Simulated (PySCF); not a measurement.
Ga(H)2(NH2) (GaH₄N), SMILES [NH2][GaH2].

Geometry: B3LYP-D3(BJ)/def2-TZVP.

Level of theory: ωB97X/def2-TZVPD run with PySCF.

Isolated molecule, no solvent.

Computed frontier levels, gap, dipole moment and polarisability:
```json
{
 "highest_occupied_level": "-9.88 eV",
 "lowest_empty_level": "1.03 eV",
 "orbital_gap": "10.92 eV",
 "dipole_moment": "0.154 e·Å",
 "quadrupole, principal values (traceless, Buckingham form, about the centre of nuclear charge)": "-1.50, 0.00, 1.50 D·Å",
 "mean_static_polarisability": "41.1 bohr³ (6.09 Å³)",
 "polarisability_principal_values": "34.6, 41.9, 46.8 bohr³"
}
```
